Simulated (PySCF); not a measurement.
# Effect of structural changes

Method: TDDFT wB97X-D/aug-cc-pVDZ circular dichroism and optical rotation, one conformer, gas phase in PySCF. Geometry: GFN2-xTB.

Each molecule in one low-energy conformer. The parent is CS[C@@]1(F)CC[S@@]1=O.

The molecule is flexible and this is one conformer; a measurement averages over conformers.

Q: How does the specific rotation at 589.3 nm (origin-invariant length gauge) change along this series?
- CS[C@@]1(F)CC[S@@]1=O (base)
- CS[C@]1(F)CC[S@@]1=O (diastereomer)

A: 
```tsv
molecule	[α]589 (deg dm⁻¹ (g/mL)⁻¹)	S1 (eV)	R(S1), velocity form (10⁻⁴⁰ esu² cm²)
CS[C@@]1(F)CC[S@@]1=O	+33.3	5.21	-24.0
CS[C@]1(F)CC[S@@]1=O	+463.3	5.17	+35.3
```
The specific rotation at 589.3 nm (origin-invariant length gauge) is lowest for CS[C@@]1(F)CC[S@@]1=O and highest for CS[C@]1(F)CC[S@@]1=O.
